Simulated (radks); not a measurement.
The table gives one normalised radial function P(r) = r R(r) of Pd2+ in [Kr] 4d8 (r in bohr). Method: scalar-relativistic Kohn-Sham, SCAN, spin-polarised, spherical densities, finite nucleus; open shells are filled with parallel spins first (spin-orbit coupling, left out, can overturn this in heavy ions); meta-GGA in the generalised Kohn-Sham scheme; Fermi nuclear charge, rms radius 4.5318 fm; computed with a radial shooting solver on a logarithmic mesh with Libxc functionals.

r           P
0.00142    0.0000
0.002119   0.0000
0.003161   0.0000
0.004715   0.0001
0.007034   0.0003
0.01049    0.0009
0.01565    0.0028
0.02335    0.0081
0.03484    0.0224
0.05197    0.0575
0.07754    0.1326
0.1157     0.2612
0.1726     0.4100
0.2574     0.4443
0.384      0.1858
0.5729    -0.3579
0.8547    -0.8370
1.265     -0.8788
1.887     -0.5703
2.815     -0.2272
4.2       -0.0467

Which n and l does it have? It may be an empty orbital.

Answer. n = 4, l = 2: the number of nodes gives n - l - 1 = 1, the rise at small r (about r^(l+1), flatter next to the nucleus through relativity) gives l, and the extent must fit the shell. The curve is that of 4d up; the table hardly tells the two spins apart. 4d up: eigenvalue -28.322 eV, 1 radial node at r = 0.448 bohr, <r> = 1.36 bohr, 90 % of the charge inside 2.14 bohr.
